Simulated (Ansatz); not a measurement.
Geometry optimisation, Ansatz, RKS PBE0-D4/def2-SVP.

Input:

```yaml
crystal:
  periodic: [false, false, false]
  atoms:
    - { symbol: Al, position_ang: [0.0, 0.0, 0.0] }
    - { symbol: Cl, position_ang: [0.0, 0.0, 2.23] }
    - { symbol: Cl, position_ang: [1.9312, 0.0, -1.115] }
    - { symbol: F, position_ang: [-1.4635, 0.0, -0.845] }
basis:
  gaussian: { orbitals: def2-SVP }
hamiltonian:
  xc: pbe0
  dispersion: d4
relax:
  f_tol: 0.02
  max_steps: 40
```

Command:

```bash
$ ansatz run input.yaml --threads 1 --pin off --max-ram 2048MiB --backend cpu --events-out ev --progress --plain --runs-dir out
```

Task: Where does it end, and by what steps?

Result: The forces met the threshold. After 4 steps the energy has fallen by 0.420 eV; Cl2 moved furthest, 0.14 Å.

```tsv
step	energy less start (eV)	largest force component (eV/Å)	accepted
0	0.0000	2.219	yes
1	-0.4030	0.550	yes
2	-0.4182	0.270	yes
3	-0.4198	0.024	yes
4	-0.4198	0.001	yes
```

```xyz
4
Properties=species:S:1:pos:R:3
Al 0.037 0.000 0.021
Cl 0.006 0.000 2.093
Cl 1.816 0.000 -1.041
F -1.392 0.000 -0.804
```

Whether the end is a true minimum wasn't checked by a vibrational analysis.

Time of the run: 19 s on 1 thread of Arm Neoverse N1, with other jobs on the host, peak memory 0.13 GiB.
